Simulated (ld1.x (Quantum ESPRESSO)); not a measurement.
# Pseudopotential generation for sulfur (S): TM, PBE, fully relativistic.

ld1.x (Quantum ESPRESSO) 7.5 input, shortened:

```
&input
   title='S', zed=16., rel=2, dft='PBE', iswitch=3,
   config='[Ne] 3s2 3p2', rel_dist='average'
 /
 &inputp
   pseudotype=2, tm=.true., lloc=0,
   nlcc=.true., new_core_ps=.true., rcore=0.75
 /
2
3P  2  1   2.00   0.00  1.40  1.40  0.0
3S  1  0   2.00   0.00  0.95  0.95  0.0
 &test
   configts(1)='3s2 3p2'
 /
```

Open shells are filled in proportion to 2j + 1 (rel_dist='average').

All-electron outer shells of the reference configuration (PBE, scalar-relativistic, ld1.x):

| shell | level (eV) | outermost node (bohr) | outermost maximum (bohr) |
| --- | --- | --- | --- |
| 3s | -39.40 | 0.60 | 1.37 |
| 3p | -27.98 | 0.57 | 1.50 |

(1) Estimate the cutoffs (Ry, on a coarse ladder) from which the occupation-weighted sum of valence levels, in a spherical-Bessel basis at the reference potential, stays within 10 and 1 mRy of its value at 400 Ry.

(2) Does the potential have ghost states?

(3) Which valence shell sets the plane-wave cutoff?

(4) Tests: 3s2 3p4; 3s2 3p3; 3s2 3p1; 3s0 3p6; 3s2 3p4.3; 3s1 3p5; 3s2 3p0. Which has the largest error in its energy relative to the reference configuration, and how large is it?

Results:

(1) 100 Ry and over 300 Ry.

(2) No extra level below or beside the all-electron valence levels (p1/2, p3/2, s, d, f tested).

(3) 3s: its level needs 260 Ry to come within 1 mRy, against 25 Ry for 3p.

(4) 3s2 3p0, with +134 meV (all-electron minus pseudo) on +80.84 eV.
